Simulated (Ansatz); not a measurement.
Ansatz (a program for electronic structure) input:

Ansatz 0.2 input:
```yaml
crystal:
  periodic: [false, false, false]
  atoms:
    - {symbol: C, position_ang: [-1.57856871, 0.28212107, 0.32607735]}
    - {symbol: C, position_ang: [-0.67473686, -0.97801989, 0.23132737]}
    - {symbol: C, position_ang: [0.52271106, -0.02299691, 0.31765986]}
    - {symbol: C, position_ang: [-0.36757241, 1.14705315, -0.12026924]}
    - {symbol: N, position_ang: [1.72154696, -0.34219060, -0.56423180]}
    - {symbol: H, position_ang: [-1.87445202, 0.49447578, 1.35107140]}
    - {symbol: H, position_ang: [-2.45723394, 0.30370945, -0.31106716]}
    - {symbol: H, position_ang: [-0.75346054, -1.44477309, -0.75308983]}
    - {symbol: H, position_ang: [-0.75896077, -1.74448380, 0.99753948]}
    - {symbol: H, position_ang: [0.91894751, 0.08644215, 1.32527983]}
    - {symbol: H, position_ang: [-0.20210701, 2.10802881, 0.36013533]}
    - {symbol: H, position_ang: [-0.35935553, 1.28178573, -1.20420319]}
    - {symbol: H, position_ang: [2.18216141, -1.20769606, -0.27026599]}
    - {symbol: H, position_ang: [2.41589853, 0.40938059, -0.53781381]}
    - {symbol: H, position_ang: [1.42673521, -0.46047987, -1.53673557]}
basis:
  gaussian:
    orbitals: def2-TZVP
hamiltonian:
  xc: b3lyp
  dispersion: d3bj
total_charge: 1
phonons: {temperatures: {t_min: 298.15, t_max: 298.15, t_step: 100}}
```

### Question
Predict the final energy.

### Answer
-213.02970 Eh (B3LYP-D3(BJ)/def2-TZVP). The basis has 215 functions.

It need not be the lowest isomer of its formula.
